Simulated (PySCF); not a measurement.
Which element holds H most strongly?

CCSD(T) in PySCF with def2-TZVPP on every atom (core potentials on Mo, Ru), for the lowest determinant that a PBE0 search found; no spin–orbit coupling. D0 is De less the harmonic zero-point energy.

| M | state (unpaired electrons) | Re (Å) | ωe (cm⁻¹) | D0(MH) (eV) |
| --- | --- | --- | --- | --- |
| Ni | doublet (δ ↑) | 1.452 | 1969 | 2.84 |
| Co | triplet (π ↑, δ ↑) | 1.509 | 1849 | 2.13 |
| Al | singlet (closed shell) | 1.651 | 1683 | 3.04 |
| Mo | sextet (σ ↑, π ↑↑, δ ↑↑) | 1.717 | 1783 | 2.30 |
| Ru | quartet (σ ↑, δ ↑↑) | 1.574 | 2005 | 2.59 |
| Ti | quartet (σ ↑, π ↑, δ ↑) | 1.768 | 1570 | 2.01 |
| Cu | singlet (closed shell) | 1.467 | 1870 | 2.57 |

Problem. Order the elements by D0 and give the energy of MoH + Ru → RuH + Mo.

Solution. Al > Ni > Ru > Cu > Mo > Co > Ti; ΔE = 2.30 − 2.59 = -0.29 eV at CCSD(T)/def2-TZVPP. Close neighbours can swap at other levels.

Correlated steps freeze the inner cores (0 to 5 orbitals); shallow outer-core shells are correlated. UHF and ROHF references stand side by side, which adds small steps between rows. These are scalar-relativistic numbers at best; spin–orbit coupling would shift them, the dissociation energy most. Where the molecule has an RHF reference, its open-shell atoms are computed with UHF. The CCSD T1 diagnostic is raised in CoH, CuH, NiH, TiH, a sign that a single reference may not be enough there. With d or f electrons several states lie close, and the lowest PBE0 determinant need not be the measured ground state.
